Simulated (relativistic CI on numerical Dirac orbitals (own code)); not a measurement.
## L2,3 absorption of copper in several valence states

Computed multiplet spectra 2p⁶3dⁿ → 2p⁵3dⁿ⁺¹ (Dirac-Coulomb-Breit ions, Slater integrals scaled by 0.9, an assumed crystal field that grows with the charge, no charge transfer; 300 K; Lorentzian 0.4 eV and Gaussian 0.3 eV FWHM at both edges, so that L2 comes out sharper than in experiment). Peaks over 5 % are given in eV from the highest peak in the L3 region of each spectrum (height, largest 100). S of the lowest state is read from ⟨S²⟩, and the branching ratio is the share of L3, cut at the minimum between the edges.

Field parameters in Wybourne normalisation: Oh B⁴₀ = 21Dq, B⁴₄ = √(5/14) B⁴₀. The field is a parameter set, without covalency.

- Cu²⁺ (d9, Oh, 10Dq = 17150 cm⁻¹): S = 0.50, branching ratio 0.72; peaks 0.0 (100), 20.1 (39)
- Cu³⁺ (d8, Oh, 10Dq = 22150 cm⁻¹): S = 1.00, branching ratio 0.73; peaks 0.0 (100), 2.8 (18), 20.2 (25), 21.8 (24)
- Cu⁴⁺ (d7, Oh, 10Dq = 27200 cm⁻¹): S = 0.89, low spin, branching ratio 0.80; peaks -5.9 (16), -4.4 (75), -2.3 (77), -1.8 (90), 0.0 (100), 3.0 (11), 3.9 (12), 16.2 (9), 18.7 (31), 19.9 (31), 21.7 (14), 22.9 (9)

The centroid of the whole edge, which also moves with the branching ratio, lies at 938.0 (Cu²⁺), 941.7 (Cu³⁺), 943.2 (Cu⁴⁺) eV in this ionic model, in steps of 1.5 to 3.7 eV. Compounds show about 1 to 2 eV a unit and lower energies for the high valences, since ligands screen the charge. The multiplet shape follows the d count and the spin state, and so serves as a fingerprint of valence. Cu⁴⁺ lies at a spin crossover.
